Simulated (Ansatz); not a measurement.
Stepwise reaction of `[CH3][Mo]([CH3])(=[S])=[S]` with water, as a gas-phase model of exchange steps in deposition or etching. ΔE in kJ/mol; ΔG adds harmonic PBE0-D4 terms to CCSD(T)/CBS, at 1 bar.

Computed with Ansatz on PBE0-D4/def2-TZVP structures; ΔE is electronic, products minus reactants. CCSD(T)/CBS adds triple-zeta CCSD(T) − MP2 to the extrapolated MP2 energy (def2 sets, frozen cores). This one scheme is used for every species. DFT in def2-TZVPP. B3LYP here is the variant with VWN-RPA as its local correlation; programs differ in this. Elements past krypton have def2 core potentials. For Mo outer-core shells are correlated without core-valence functions, which leaves a few kJ/mol of doubt a bond. Each species was taken in one conformer, which may not be the lowest.

| step | reaction | PBE-D4 | B3LYP-D4 | ωB97M-V | CCSD(T)/CBS | ΔG(400 K) |
| --- | --- | --- | --- | --- | --- | --- |
| 1 | `[CH3][Mo]([CH3])(=[S])=[S]` + H₂O → `[CH3][Mo]([OH])(=[S])=[S]` + CH₄ | -125.3 | -128.3 | -124.5 | -115.8 | -106.1 |

(1) Give the row of step 2, `[CH3][Mo]([OH])(=[S])=[S]` + H₂O → `[OH][Mo]([OH])(=[S])=[S]` + CH₄. (Estimate.)

(2) By hand: ΔE of the 2 steps together at CCSD(T)/CBS.

Results:

(1) Computed: 
```tsv
step	reaction	PBE-D4	B3LYP-D4	ωB97M-V	CCSD(T)/CBS	ΔG(400 K)
2	`[CH3][Mo]([OH])(=[S])=[S]` + H₂O → `[OH][Mo]([OH])(=[S])=[S]` + CH₄	-107.4	-106.9	-98.0	-88.7	-79.6
```

(2) (-115.8) + (-88.7) = -204.5 kJ/mol, or -102.2 kJ/mol a step.

In ΔE each step is higher than the one before. All are downhill at CCSD(T)/CBS. ΔG lies between -106.1 and -79.6 kJ/mol a step. PBE-D4 differs from CCSD(T)/CBS by -18.7 to -9.5 kJ/mol a step. Only this route is followed, and other bonds may react first. Isolated molecules leave out the surface, adducts and barriers. Largest T1 diagnostic: 0.026.
